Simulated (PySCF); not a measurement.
H9NSi4.
Atom-mapped SMILES: `[NH:1]1[SiH2:2][SiH2:3][SiH2:4][SiH2:5]1` (hydrogens: H6 on N1; H7, H8 on Si2; H9, H10 on Si3; H11, H12 on Si4; H13, H14 on Si5)

Computed by this run: PBE0-D3(BJ)/def2-SVP geometry optimisation, gas phase (PySCF 2.14.0); density fitting, grid level 1; the optimiser is geomeTRIC in internal coordinates, started from a GFN2-xTB structure with every atom displaced at random (about 0.01 Å).

Step 0: E = -33122.1780 eV
```
atom  x, y, z in Å  |  force x, y, z in eV/Å
N1      0.3028   -1.6931    0.3944   -1.497   2.385  -0.358
Si2    -1.4591   -1.5165    0.3349    1.524  -0.268   0.133
Si3    -1.7471    0.7621    0.0304    0.394   0.222   0.618
Si4     0.5252    1.4764   -0.0132   -0.629  -0.011   0.364
Si5     1.5984   -0.5394    0.2709   -0.499  -0.827   0.580
H6      0.5863   -2.6143    0.5144    0.768  -2.314   0.310
H7     -1.9670   -2.0967    1.5832   -0.539  -0.036   0.495
H8     -1.9140   -2.3843   -0.7500   -0.555  -0.239  -0.571
H9     -2.5412    1.3795    1.1236    0.038   0.066   0.295
H10    -2.4972    1.0774   -1.1669   -0.326   0.153  -0.931
H11     0.8763    2.1554   -1.2429    0.160   0.293  -0.942
H12     0.8494    2.4564    1.0366    0.000   0.188   0.483
H13     2.4399   -0.9817   -0.8252    0.740   0.067  -0.748
H14     2.3818   -0.6767    1.5179    0.422   0.322   0.272
```

Step 1: E = -33122.5011 eV
```
atom  x, y, z in Å  |  force x, y, z in eV/Å
N1      0.3108   -1.7563    0.4167    0.219  -0.693   0.116
Si2    -1.4247   -1.5588    0.3366   -0.297   0.087  -0.028
Si3    -1.7427    0.7568    0.0517    0.050   0.081  -0.123
Si4     0.5045    1.4733   -0.0146   -0.073   0.044  -0.053
Si5     1.6072   -0.5897    0.2882    0.221   0.238  -0.121
H6      0.6173   -2.7330    0.5486   -0.131   0.520  -0.067
H7     -2.1302   -2.0386    1.5757    0.152  -0.009  -0.030
H8     -2.0484   -2.3282   -0.7970    0.141   0.023   0.049
H9     -2.4824    1.3680    1.2006   -0.003  -0.019  -0.020
H10    -2.4639    1.0740   -1.2279    0.035  -0.037   0.111
H11     0.8511    2.1266   -1.3229   -0.015  -0.065   0.110
H12     0.8004    2.4262    1.1030    0.024  -0.022  -0.037
H13     2.5467   -0.8851   -0.8564   -0.186  -0.040   0.102
H14     2.4887   -0.5308    1.5059   -0.136  -0.106  -0.010
```

**Question.** Estimate the geometry and energy of step 2. (The exact step hangs on the optimiser's Hessian estimate; all steps are aligned on step 1, rigid shifts and turns removed.)

**Answer.** E = -33122.5189 eV, largest force 0.162 eV/Å
```
atom  x, y, z in Å  |  force x, y, z in eV/Å
N1      0.3113   -1.7565    0.4165    0.029  -0.157   0.028
Si2    -1.4236   -1.5509    0.3361   -0.078   0.008  -0.002
Si3    -1.7416    0.7650    0.0473    0.030   0.013  -0.028
Si4     0.4997    1.4799   -0.0148   -0.027   0.002   0.011
Si5     1.5998   -0.5826    0.2858    0.075   0.065  -0.026
H6      0.6189   -2.7221    0.5467   -0.023   0.119  -0.012
H7     -2.0965   -2.0443    1.5817    0.020  -0.004   0.010
H8     -2.0192   -2.3321   -0.7967    0.012   0.003  -0.009
H9     -2.4844    1.3730    1.1942   -0.010  -0.008   0.001
H10    -2.4641    1.0755   -1.2257   -0.006  -0.011   0.013
H11     0.8507    2.1266   -1.3175    0.006  -0.013   0.005
H12     0.8038    2.4308    1.0995    0.016   0.000  -0.006
H13     2.5180   -0.8993   -0.8573   -0.025   0.002  -0.006
H14     2.4616   -0.5585    1.5122   -0.018  -0.019   0.020
```

The energy changes by -0.0178 eV. The first-order estimate −F·Δx gives -0.0308 eV and the mean of the old and new forces, exact on a quadratic surface, -0.0178 eV. The step makes an angle of 68° with the force vector and moves no atom by more than 0.039 Å.

The cost below is that of the whole optimisation. Time: 38 s wall; peak memory 0.52 GiB. Hardware: Arm Neoverse V1, one thread, shared host.
